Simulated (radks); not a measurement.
The tantalum anion Ta- inside a hard spherical wall (all orbitals vanish at R), configuration held at [Xe] 4f14 5d4 6s2 and not refilled when levels cross. Method: scalar-relativistic Kohn-Sham, PBEsol, spin-unpolarised, spherical densities, finite nucleus; Fermi nuclear charge, rms radius 5.3507 fm; computed with a radial shooting solver on a logarithmic mesh with Libxc functionals. Eigenvalues in eV, with the zero of energy where the potential of the charges vanishes at infinity; a dash marks a level that is unbound or too diffuse for the functional's potential to be trusted. A positive occupied level is held by the wall or, in an anion where self-interaction has pushed it up, behind a barrier. The pressure on the wall is -dE/dV.

\begin{tabular}{lrrrrrrrrr}
R (bohr) & E (hartree) & kinetic (hartree) & e(5p) & e(4f) & e(6s) & e(5d) & e(7s, empty) & e(6p, empty) & pressure (GPa) \\ \hline
20 & -15597.6531 & 17130.194 & -33.305 & -18.573 & -0.490 & 1.947 & - & - & 0.00191 \\
15 & -15597.6513 & 17130.189 & -32.935 & -18.200 & -0.221 & 2.270 & 2.947 & 2.531 & 0.00536 \\
10 & -15597.6426 & 17130.219 & -32.217 & -17.473 & 0.266 & 2.888 & 5.791 & 3.482 & 0.122 \\
6 & -15597.4989 & 17130.810 & -28.348 & -13.484 & 3.366 & 6.244 & 19.696 & 8.289 & 8.50 \\
3.5 & -15595.7758 & 17136.569 & -14.536 & 1.827 & 23.641 & 20.776 & 88.535 & 36.488 & 443 \\
3 & -15594.0005 & 17142.605 & -7.050 & 10.602 & 40.607 & 30.220 & 136.81 & 58.482 & 1370 \\
2 & -15576.6583 & 17200.637 & 38.739 & 59.031 & 166.67 & 90.359 & 427.96 & 205.46 & 26200 \\
\end{tabular}
